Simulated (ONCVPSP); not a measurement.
## Transferability test, ONCV potential for rubidium

Rb, optimised norm-conserving Vanderbilt (ONCV), made with ONCVPSP 4.0.1 (LDA (Perdew-Wang 92), scalar-relativistic). Core [Ar] 3d10, reference 4s2 4p6 5s1. Waves: 4s+5s: rc 2.30 bohr, ncon 4, nbas 9, qcut 6.6 1/bohr, 2 projectors; 4p: rc 2.30 bohr, ncon 4, nbas 9, qcut 5.7 1/bohr, 2 projectors, debl 0.3 Ha; d scattering state at 0.05 Ha: rc 2.35 bohr, ncon 3, nbas 7, qcut 4.2 1/bohr, 2 projectors, debl 2.2 Ha. Local part: polynomial inside 1.95 bohr (lpopt 5, dvloc0 0 Ha). Core correction: none.

In the p channel the program set the typed energies aside and used -0.589, 0.250 Ha.

Energies are relative to the spin-unpolarised reference configuration 4s2 4p6 5s1; without spin polarisation the order of configurations can differ from experiment.

**Question.** Give the all-electron excitation energy and the error of the potential for: 4s2 4p6 5s0; 4s2 4p6 5s0.5; 4s2 4p6 5s0 5p1; 4s2 4p5 5s1.

**Answer.**

| valence configuration | charge | ΔE all-electron (eV) | error AE − PS (meV) |
| --- | --- | --- | --- |
| 4s2 4p6 5s0 | +1 | 4.274 | -0.1 |
| 4s2 4p6 5s0.5 | +0.5 | 1.658 | 0.0 |
| 4s2 4p6 5s0 5p1 | 0 | 1.618 | 0.0 |
| 4s2 4p5 5s1 | +1 | 21.240 | -8.1 |
